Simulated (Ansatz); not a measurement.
Si(CN)2H2 (C2H2N2Si): single points at one geometry.

```yaml
crystal:
  periodic: [false, false, false]
  atoms:
    - {symbol: Si, position_ang: [-0.479025, 0.011108, -0.337156]}
    - {symbol: C, position_ang: [-0.439516, -0.008582, 1.512107]}
    - {symbol: N, position_ang: [-0.431769, -0.019982, 2.676412]}
    - {symbol: C, position_ang: [1.275016, -0.012361, -0.924108]}
    - {symbol: N, position_ang: [2.373663, -0.025014, -1.309609]}
    - {symbol: H, position_ang: [-1.128133, 1.261831, -0.796057]}
    - {symbol: H, position_ang: [-1.170256, -1.206990, -0.821580]}
basis:
  gaussian: {orbitals: def2-TZVP, initial_orbitals: start.molden}
hamiltonian: {xc: pbe0, dispersion: d4}
scf: {omitted_lower_state_checks: [starts]}
output: {forces: true, orbitals: {seedname: orbitals}}
```

The file start.molden holds the orbitals of an earlier run on this structure, at another level or in another basis.

```sh
$ ansatz run in.yaml --threads 4 --pin off --events-out ev --progress --plain --max-ram 3916MiB
```

Shortened log:

```
Functional definition: PBE0
1026 factors; their error is unknown
mean field evaluation 1: about -12952.2764 eV, gradient 1.3e2 eV
mean field evaluation 2: about -12955.6615 eV, gradient 3.3e0 eV
mean field evaluation 4: about -12955.7389 eV, gradient 2.7e-1 eV
mean field evaluation 8: about -12955.7390 eV, gradient 2.4e-5 eV
mean field -12955.73897927 eV, -476.1146257730 hartree, gradient 2.4e-5 eV, S^2 0.000000; 0 other end points of the search recorded, 0 dependent functions left out
reference -12955.73900817 eV, -476.1146268348 hartree; 21, 21 occupied and 152, 152 virtual orbitals, 1026 factors
Total energy: -12955.86227336 eV, -476.1191567472 hartree
Atom 0 at    -0.479025     0.011108    -0.337156 Å, force     0.022808    -0.001614     0.016003 eV/Å
Atom 1 at    -0.439516    -0.008582     1.512107 Å, force     0.042194    -0.012574     1.338031 eV/Å
Atom 2 at    -0.431769    -0.019982     2.676412 Å, force    -0.025007     0.014995    -1.570417 eV/Å
Atom 3 at     1.275016    -0.012361    -0.924108 Å, force     1.273946    -0.012186    -0.411421 eV/Å
Atom 4 at     2.373663    -0.025014    -1.309609 Å, force    -1.486844     0.015664     0.506120 eV/Å
Atom 5 at    -1.128133     1.261831    -0.796057 Å, force     0.084464    -0.114262     0.059699 eV/Å
Atom 6 at    -1.170256    -1.206990    -0.821580 Å, force     0.088439     0.109977     0.061985 eV/Å
Dipole moment:    -0.626256     0.014388    -0.440795 e Å
Checks for a lower state left out: starts
```

Run time 1.9 s (4 threads of Arm Neoverse V1 on a shared host).

As the first input, with `hamiltonian: {xc: {name: revPBE}, dispersion: d4}`, `output: {orbitals: {seedname: orbitals}}` (abridged; 1.1 s):

```
Functional definition: revPBE
mean field -12962.35567856 eV, -476.3577849869 hartree, gradient 7.9e-6 eV, S^2 0.000000
Total energy: -12962.78115867 eV, -476.3734210923 hartree
Checks for a lower state left out: starts
```

As the first input, with `gaussian: {orbitals: def2-TZVPD, initial_orbitals: start.molden}`, `output: {orbitals: {seedname: orbitals}}` (abridged; 1.9 s):

```
Functional definition: PBE0
mean field -12955.75710190 eV, -476.1152917674 hartree, gradient 1.0e-5 eV, S^2 0.000000
Total energy: -12955.88040561 eV, -476.1198230949 hartree
Checks for a lower state left out: starts
```

As the first input, with `hamiltonian: {xc: {name: B2PLYP}}` and without the key `output` (abridged; 2.4 s):

```
Functional definition: B2PLYP
mean field -12951.16862642 eV, -475.9466684037 hartree, gradient 7.5e-7 eV, S^2 0.000000
9 core orbitals not correlated: weight in the atoms' cores, before any rotation towards them, 1.000 or more for the frozen orbitals, at most 0.000 for the correlated occupied ones
second order -26.61245658 eV of doubles, -0.00000000 eV of singles
Total energy: -12958.35415258 eV, -476.2107316195 hartree
Checks for a lower state left out: starts
```

First input, but with `hamiltonian: {xc: pbe}`, `correlation: {method: rpa}` and without the key `output` (abridged; 2.4 s):

```
Functional definition: PBE
mean field -12955.10408451 eV, -476.0912938207 hartree, gradient 1.6e-6 eV, S^2 0.000000
9 core orbitals not correlated: weight in the atoms' cores, before any rotation towards them, 1.000 or more for the frozen orbitals, at most 0.000 for the correlated occupied ones
Total energy: -12952.27017935 eV, -475.9871497271 hartree
Checks for a lower state left out: starts
```

The first input with `hamiltonian: {xc: hf}`, `output: {orbitals: {seedname: orbitals}}` (abridged; 0.75 s):

```
Functional definition: HF
mean field -12920.22470241 eV, -474.8095001709 hartree, gradient 2.7e-5 eV, S^2 0.000000
Total energy: -12920.22470241 eV, -474.8095001709 hartree
Checks for a lower state left out: starts
```

Geometry: r2SCAN-D4/def2-SVP.

Correlated methods freeze 9 core orbitals.
